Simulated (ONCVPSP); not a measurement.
# Sc (Z = 21): one change to an ONCV potential, before and after

| Property | Result |
| --- | --- |
| Element | Sc |
| Generator | ONCVPSP 4.0.1 |
| Type | optimised norm-conserving Vanderbilt (ONCV) |
| Functional | PBE |
| Relativity | fully relativistic |
| Frozen core | [Ne] |
| Valence charge | 11 |
| Reference configuration | 3s2 3p6 (charge +3) |
| Partial waves | 3s: rc 1.30 bohr, ncon 5, nbas 8, qcut 7.8 1/bohr, 3 projectors, debl 3.3 Ha; 3p: rc 1.30 bohr, ncon 4, nbas 9, qcut 8.6 1/bohr, 2 projectors, debl 0.7 Ha; d scattering state at 0.06 Ha: rc 1.20 bohr, ncon 4, nbas 7, qcut 9.1 1/bohr, 2 projectors, debl 1.5 Ha; f scattering state at 0.14 Ha: rc 1.20 bohr, ncon 4, nbas 7, qcut 8.3 1/bohr, local |
| Local potential | the f channel |
| Core correction | polynomial model core, fcfact 0.25 |

Open shells are filled in proportion to 2j + 1.

In the p channel the program set the typed energies aside and used -2.367, 0.250 Ha (j = l + 1/2; the other j can differ). In the d channel the program set the typed energies aside and used 0.050, 1.550 Ha (j = l + 1/2; the other j can differ).

Change: s: qcut 6; p: qcut 6.6; d: qcut 7; f: qcut 6.4.

Cutoffs: the cutoffs (Ha) at which the residual kinetic energy of the hardest occupied pseudo-wave falls to 1 and 0.1 mHa per electron; they do not see the model core or the augmentation charge, which bear on the density cutoff. Errors are all-electron minus pseudo energies relative to the spin-unpolarised reference configuration.

Task: What does the change do?

Result: The potential gets harder (29 Ha and 81 Ha → 80 Ha and 98 Ha); of the 3 tests that both files solve, the error grows in 3 and shrinks in 0 by more than 15 % and 0.3 meV (median size 16.5 → 29.1 meV); neither file shows a bound ghost.

| quantity | base | changed |
| --- | --- | --- |
| cutoff, loose | 29 Ha | 80 Ha |
| cutoff, tight | 81 Ha | 98 Ha |
| loose cutoff by channel | s 29 Ha, p 16 Ha | s 80 Ha, p 17 Ha |
| bound ghosts | none | none |
| GHOST(+) flags under 300 eV | none | none |
| tests with a reliable result | 3 of 4 | 3 of 4 |
| error for 3s2 3p6 3d1 4s1, meV [ΔE -37.64 eV] | +17 | +29 |
| error for 3s2 3p6 3d1, meV [ΔE -24.87 eV] | +17 | +31 |
| error for 3s2 3p6 3d1 4p2, meV [ΔE -38.86 eV] | +16 | +29 |
| s: phases at 1.32 bohr within 0.05 rad from the reference energy up to (Ha; the scan ends near 5) | to the end of the scan | to the end of the scan |
| p3/2: phases at 1.32 bohr within 0.05 rad from the reference energy up to (Ha; the scan ends near 5) | to the end of the scan | to the end of the scan |
| p1/2: phases at 1.32 bohr within 0.05 rad from the reference energy up to (Ha; the scan ends near 5) | to the end of the scan | to the end of the scan |
| d5/2: phases at 1.22 bohr within 0.05 rad from the reference energy up to (Ha; the scan ends near 5) | to the end of the scan | to the end of the scan |
| d3/2: phases at 1.22 bohr within 0.05 rad from the reference energy up to (Ha; the scan ends near 5) | to the end of the scan | to the end of the scan |
| f7/2: phases at 1.22 bohr within 0.05 rad from the reference energy up to (Ha; the scan ends near 5) | to the end of the scan | to the end of the scan |
| f5/2: phases at 1.22 bohr within 0.05 rad from the reference energy up to (Ha; the scan ends near 5) | to the end of the scan | to the end of the scan |
| rms error of d²Exc/dni dnj with the model core, mHa | 8.60 | 7.86 |
